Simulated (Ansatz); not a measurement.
H4BClO2Si (SMILES OB(O)[SiH2]Cl), singlet, at a GFN2-xTB geometry, atoms displaced at random by about 0.08 Å a coordinate; PBE0/STO-3G, gradient (Ansatz, an electronic-structure program).

The Ansatz input:
Ansatz 0.2 input:
```yaml
crystal:
  periodic: [false, false, false]
  atoms:
    - {symbol: Si, position_ang: [-0.84354012, -0.48617747, -0.23489188]}
    - {symbol: Cl, position_ang: [-1.46295533, 1.40478395, -0.09259422]}
    - {symbol: B, position_ang: [0.99112786, -0.42677545, 0.23075668]}
    - {symbol: O, position_ang: [1.85667942, -1.84027161, 0.00069018]}
    - {symbol: O, position_ang: [1.93897674, 0.43736395, 0.31509468]}
    - {symbol: H, position_ang: [-1.42680168, -0.94585947, -1.49949519]}
    - {symbol: H, position_ang: [-1.63158937, -1.16095491, 0.74755470]}
    - {symbol: H, position_ang: [1.45352319, -2.50609562, -0.25014450]}
    - {symbol: H, position_ang: [1.40594074, 1.39605718, 0.38474285]}
basis:
  gaussian:
    orbitals: STO-3G
hamiltonian:
  xc: pbe0
output: {forces: true}
```

The log (banner, timings and long lists left out):

```
Functional definition: PBE0
462 factors; integrals over basis functions are off by at most 5.9e-5 eV
mean field evaluation 1: about -24927.3484 eV, gradient 3.2e1 eV
mean field evaluation 2: about -24911.7705 eV, gradient 8.4e1 eV
mean field evaluation 4: about -24930.9896 eV, gradient 4.8e0 eV
mean field evaluation 8: about -24931.0366 eV, gradient 2.8e-2 eV
mean field -24931.03659121 eV, -916.1986958635 hartree, gradient 4.8e-5 eV, S^2 0.000000; 0 other end points of the search recorded, 0 dependent functions left out
the calculation of the forces begins
reference -24931.03660767 eV, -916.1986964683 hartree; 28, 28 occupied and 9, 9 virtual orbitals, 462 factors
Total energy: -24931.03660767 eV, -916.1986964683 hartree
Atom 0 at    -0.843540    -0.486177    -0.234892 Å, force    -1.428363    -2.166005    -0.240724 eV/Å
Atom 1 at    -1.462955     1.404784    -0.092594 Å, force    -1.034540     3.441087     0.174836 eV/Å
Atom 2 at     0.991128    -0.426775     0.230757 Å, force     2.629673   -10.982742    -2.971056 eV/Å
Atom 3 at     1.856679    -1.840272     0.000690 Å, force     7.525662    20.650282     7.139766 eV/Å
Atom 4 at     1.938977     0.437364     0.315095 Å, force     0.073448     7.022633     1.179927 eV/Å
Atom 5 at    -1.426802    -0.945859    -1.499495 Å, force     0.904412    -0.066632     0.136546 eV/Å
Atom 6 at    -1.631589    -1.160955     0.747555 Å, force    -0.102925    -0.462489     0.431292 eV/Å
Atom 7 at     1.453523    -2.506096    -0.250144 Å, force   -10.732380   -15.052717    -5.708500 eV/Å
Atom 8 at     1.405941     1.396057     0.384743 Å, force     2.165014    -2.383418    -0.142086 eV/Å
Dipole moment:    -0.054341    -0.251424    -0.049812 e Å
```
